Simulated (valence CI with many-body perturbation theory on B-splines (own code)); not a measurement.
Missing levels of Xe21+

Method: valence CI with perturbative core correlation (CI+MBPT): five valence electrons over a frozen Dirac-Fock core [Ar] 3d10, a basis of 11 s, 11 p, 10 d, 8 f, 5 g, 2 h functions for each j, with the one-electron correlation potential Σ1 (screened to all orders), the two-electron term Σ2, the three-electron term Σ3, Breit, model QED; selected single and double excitations, second order for the rest, scaled by the run's own slope (own B-spline code, finite nucleus).

No measured levels were compared; by estimate levels hold to about 250 cm⁻¹ or 0.2 % of their energy and the worst to 1 %, as in measured heavy ions of charge 2 to 7; those with d or f electrons hold less well. Among the levels kept, up to 2100 cm⁻¹ of a level comes from second order outside the variational space, and about a tenth of that is noise between levels of different J, which matters for small intervals.

| Level | E (cm⁻¹) |
| --- | --- |
| (4s^2 4p1/2^2 4p3/2) J=3/2 | 0 |
| (4s^2 4p1/2 4p3/2^2) J=3/2 | 107940 |
| (4s^2 4p1/2 4p3/2^2) J=5/2 | 133020 |
| (4s^2 4p1/2 4p3/2^2) J=1/2 | 166240 |
| (4s^2 4p3/2^3) J=3/2 | 275600 |
| (4s 4p1/2^2 4p3/2^2) J=5/2 | ? |
| (4s 4p1/2^2 4p3/2^2) J=3/2 | 570800 |
| (4s 4p1/2^2 4p3/2^2) J=1/2 | 576400 |
| (4s 4p1/2 4p3/2^3) J=3/2 [a] | ? |
| (4s 4p1/2 4p3/2^3) J=5/2 | 678430 |
| (4s^2 4p1/2^2 4d3/2) J=3/2 | ? |
| (4s 4p1/2 4p3/2^3) J=1/2 | ? |
| (4s^2 4p1/2^2 4d5/2) J=5/2 | 732230 |
| (4s 4p1/2 4p3/2^3) J=3/2 [b] | 732710 |
| (4s^2 4p1/2 4p3/2 4d3/2) J=5/2 [a] | 789770 |
| (4s^2 4p1/2 4p3/2 4d3/2) J=1/2 [a] | 798580 |
| (4s^2 4p1/2 4p3/2 4d3/2) J=7/2 | 806970 |
| (4s^2 4p1/2 4p3/2 4d3/2) J=3/2 [a] | ? |
| (4s^2 4p1/2 4p3/2 4d5/2) J=7/2 [a] | 814680 |
| (4s^2 4p1/2 4p3/2 4d5/2) J=9/2 | ? |

Levels are named by their leading jj configuration (3d3/2^4 stands for four electrons in 3d with j = 3/2), which in mixed levels can hold well under half, so a name can repeat and another be missing. Letters in brackets count levels of one name in rising energy.

Question: The levels stand in rising order. What does the calculation give for the missing energies?

Answer: (4s 4p1/2^2 4p3/2^2) J=5/2 510230; (4s 4p1/2 4p3/2^3) J=3/2 [a] 646040; (4s^2 4p1/2^2 4d3/2) J=3/2 695100; (4s 4p1/2 4p3/2^3) J=1/2 719980; (4s^2 4p1/2 4p3/2 4d3/2) J=3/2 [a] 810740; (4s^2 4p1/2 4p3/2 4d5/2) J=9/2 838260.
